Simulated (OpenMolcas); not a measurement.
**Levels of F2+ by method**

```
Program             : OpenMolcas
Basis               : ANO-RCC-VTZP [4s3p2d1f]
Scalar Hamiltonian  : DKH2, point nucleus
Active space        : 5 electrons in 8 orbitals (2s 2p 3s 3p)
State averaging     : 2S+1 = 4 odd, 1 root; 2S+1 = 2 odd, 8 roots; 2S+1 = 4 even, 3 roots; 2S+1 = 2 even, 9 roots
Spin-orbit coupling : state interaction with AMFI integrals over the reference wave functions, term energies averaged over their components
```

Methods on the same reference wave functions:
A. CASSCF
B. SS-CASPT2, IPEA 0.25 Eh, imaginary shift 0.1 Eh (closed shells correlated: 1s)
C. XMS-CASPT2, IPEA 0.25 Eh, imaginary shift 0.1 Eh (closed shells correlated: 1s)

Energies in eV above 2s2 2p3 4S* 3/2, the measured ground level; measured values from Moore, Atomic Energy Levels, vol. I, NSRDS-NBS 35 (1971 reprint of NBS Circular 467, 1949).

| Level | A | B | C | Measured |
| --- | --- | --- | --- | --- |
| 2s2 2p3 4S* 3/2 | 0.0000 | 0.0000 | 0.0000 | 0.0000 |
| 2s2 2p3 2D* 3/2 | 4.6621 | 4.355 | 4.349 |  |
| 2s2 2p3 2D* 5/2 | 4.6649 | 4.357 | 4.351 |  |
| 2s2 2p3 2P* 1/2 | 6.2881 | 6.495 | 6.496 |  |
| 2s2 2p3 2P* 3/2 | 6.2906 | 6.497 | 6.498 |  |
| 2s 2p4 4P 5/2 | 18.8854 | 18.937 | 18.828 | 18.8329 |
| 2s 2p4 4P 3/2 | 18.9212 | 18.973 | 18.864 | 18.8748 |
| 2s 2p4 4P 1/2 | 18.9425 | 18.994 | 18.885 | 18.8964 |
| 2s 2p4 2D 3/2 | 27.3971 | 26.375 | 26.309 | 26.0684 |
| 2s 2p4 2D 5/2 | 27.3994 | 26.377 | 26.311 | 26.0664 |
| 2s 2p4 2S 1/2 | 31.6059 | 31.143 | 31.144 | 30.7803 |

Deviations, from unrounded energies. A percentage is the sum of absolute deviations over the sum of measured energies, with the sign that they share, or ± where signs differ.

```json
{"Against measurement": "mean absolute deviation (cm-1)", "Levels": "6", "A": "4900", "B": "1700", "C": "1200"}
{"Against measurement": "other configurations (%)", "Levels": "6", "A": "+2.6", "B": "+0.9", "C": "±0.6"}
```

C lies closest to measurement on these levels and A furthest from it. The largest miss of C in the table is 2s 2p4 2S 1/2, by +2900 cm-1. The ranking rests on the paired levels alone, and a cruder setting can come out closer through cancelling errors.

Between B and C the level of the table that moves most is 2s 2p4 4P 3/2, by 880 cm-1 (lowest in C, highest in B). Moves below CASPT2's spread within the term are not significant.

The mean deviations of B to C differ by less than CASPT2's widest spread within a term (540 cm-1), so their order carries little weight.

From A to B the spin-free energies of the other terms of 2s2 2p3 shown, above 4S*, scale by factors of 0.93 to 1.03.

The lowest spin-free term lies below A's lowest term by 0.080 hartree in B, 0.080 hartree in C.

Term energies are means over components that CASPT2 splits; among the terms shown or strongly mixed into the levels shown the widest spread is 540 cm-1 (2s 2p4 2D, C). Active for correlation alone: 3p 3s; no level in the range computed is led by a configuration that fills them, so any true level of that kind is missing. Measured partners are found by configuration, term and J. A level has none where our copy of the source lacks it or the pairing is in doubt (some pairs that miss far off the trend of their configuration count as doubtful), and it then counts in no deviation. Only configurations of the active space appear. The table leaves out levels that lie high or whose names do not pair safely across all columns.

* marks odd parity.
